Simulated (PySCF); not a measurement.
Ga(Cl)2(NHMe) (CH4Cl2GaN), SMILES [Cl][Ga]([NH]C)[Cl].

The structure is a stationary point at B3LYP-D3(BJ)/def2-SVP. The structure was generated by enumeration; whether it is a known compound was not checked. The values are those of a single conformer.

Method: PBE/def2-TZVP (PySCF).

Symmetry labels are those of the subgroup Cs that the program uses (full group Cs).

Computed valence orbital energies around the gap with their symmetry:
```tsv
orbital	symmetry	energy (eV)
HOMO−7	A'	-10.27
HOMO−6	A'	-9.16
HOMO−5	A'	-8.82
HOMO−4	A"	-8.23
HOMO−3	A'	-7.83
HOMO−2	A"	-7.78
HOMO−1	A'	-7.63
HOMO	A"	-6.01
LUMO	A'	-2.09
LUMO+1	A"	-1.33
LUMO+2	A'	0.26
LUMO+3	A'	0.67
```
